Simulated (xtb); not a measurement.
B(F)(NH2)(NMe2) (C₂H₈BFN₂), SMILES CN(C)B(N)F. All values are semi-empirical tight-binding results from xtb (GFN2-xTB unless named), good for trends rather than for accurate numbers. Geometry: GFN2-xTB. Other conformers were not sampled.

Problem. Estimate the properties. (The exact figures need the calculation; the answer reports its results.)

Solution. 
| Item | Value |
|---|---|
| point group as xtb finds it | Cs |
| orbital gap | 6.53 eV |
| dipole moment | 2.71 D |
| zero-point energy | 70.9 kcal/mol |
| G − E(el) at 298.15 K (modified RRHO) | 51.0 kcal/mol |
| static polarisability (D4 model) | 59.3 bohr³ |
| solvation energy, GFN2-xTB/ALPB(water) | -5.2 kcal/mol |
| solvation energy, GFN2-xTB/ALPB(chcl3) | -6.0 kcal/mol |

Computed IR lines (harmonic; lines under 4 % of the strongest left out, lines within 3 cm⁻¹ merged):
ν (cm⁻¹): 343 (s), 506 (m), 1175 (s), 1302 (s), 1411 (w), 1418 (w), 1467 (s), 1509 (w), 1540 (vs), 2903 (m), 2911 (w), 2931 (w), 2941 (m), 3049 (w) (against the strongest line: vs over 80 %, s over 45 %, m over 15 %, w over 4 %, vw less)
